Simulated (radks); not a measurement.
Results of a calculation; reference values are marked as such.
Orbital eigenvalues (eV) of the selenium ion Se27+, [He] 2s2 2p3, at several levels of relativity; Dirac values are averaged over j with weights 2j + 1. Spin-unpolarised spherical Kohn-Sham, PBEsol, point nucleus unless stated (finite: rms radius 4.14 fm), a radial shooting solver on a logarithmic mesh with Libxc functionals. A level marked "c x" has the speed of light scaled by that factor and shares open shells by 2j + 1; other Dirac levels either fill j = l - 1/2 first or share by 2j + 1.

| shell | non-rel. | scalar-rel. | scalar-rel., finite nucleus | Dirac, 2j+1 shares, finite nucleus | change of magnitude, last against first (%) |
|---|---|---|---|---|---|
| 1s | -13973 | -14189 | -14188 | -14186 | +1.52 |
| 2s | -2996.7 | -3054.2 | -3054.2 | -3053.8 | +1.91 |
| 2p | -2885.2 | -2905.5 | -2905.5 | -2905.6 | +0.71 |
